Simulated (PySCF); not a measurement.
Curvature of the energy in the electron number along group 13, charge +1

Calculated with PySCF 2.14, in def2-TZVPPD, non-relativistic, def2-TZVPPD with the def2 core potential (28 electrons), ECP, def2-TZVPPD with the def2 core potential (60 electrons), ECP: one orbital is emptied in steps, and each cell gives the departure of E from the straight line at half an electron, in eV (from a cubic fit). The exact functional gives zero.

```csv
species,orbital,LDA,PBE,r2SCAN,PBE0,BHandHLYP,LC-wPBE,UHF
Al⁺,3s beta,-0.99,-1.00,-0.81,-0.73,-0.55,-0.09,0.05
Ga⁺,4s beta,-1.11,-1.11,-0.94,-0.80,-0.56,-0.10,0.06
In⁺,5s beta,-1.04,-1.03,-0.90,-0.74,-0.51,-0.07,0.06
Tl⁺,6s beta,-1.08,-1.07,-0.97,-0.77,-0.51,-0.09,0.08
```

How does the mean departure depend on the functional?

LDA -1.06 eV; PBE -1.05 eV; r2SCAN -0.90 eV; PBE0 -0.76 eV; BHandHLYP -0.53 eV; LC-wPBE -0.09 eV; UHF 0.06 eV. Semilocal functionals are convex (delocalisation error), Hartree-Fock is concave or straight, and exact exchange removes curvature roughly in proportion to its share, so among the functionals the range-separated hybrids usually come closest to zero.

No spin-orbit coupling is included.
